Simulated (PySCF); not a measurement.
Os(O)3(OH)2 (H2O5Os), SMILES [O]=[Os](=[O])([OH])(=[O])[OH], multiplicity 1.

Coordinates come from a B3LYP-D3(BJ)/def2-SVP optimisation. The multiplicity is an assumed one; other spin states were not compared. The def2 effective core potentials stand for the cores of Os; spin–orbit coupling is left out. One conformer was computed; it need not be the lowest.

Two levels are set side by side: TDA-PBE/def2-SVPD (PySCF) and TDA-CAM-B3LYP/def2-SVPD (PySCF). Vertical, same geometry. The lowest singlet is HOMO−1→LUMO 99 % with PBE and HOMO−1→LUMO 91 % with the other functional; states are paired by order. Differences are taken from unrounded values.

| quantity | TDA-CAM-B3LYP | TDA-PBE | TDA-PBE minus TDA-CAM-B3LYP |
|---|---|---|---|
| lowest singlet excitation (eV) | 2.80 | 2.63 | -0.17 |
| lowest triplet excitation (TDA) (eV) | 1.50 | 2.04 | 0.54 |

A lower first singlet is the usual sign of a functional without exact exchange. Differences between two approximate levels are no errors against the true value.

Rough cost on one machine, each run with all the roots and properties that it gave: TDA-CAM-B3LYP against TDA-PBE about 4 times.
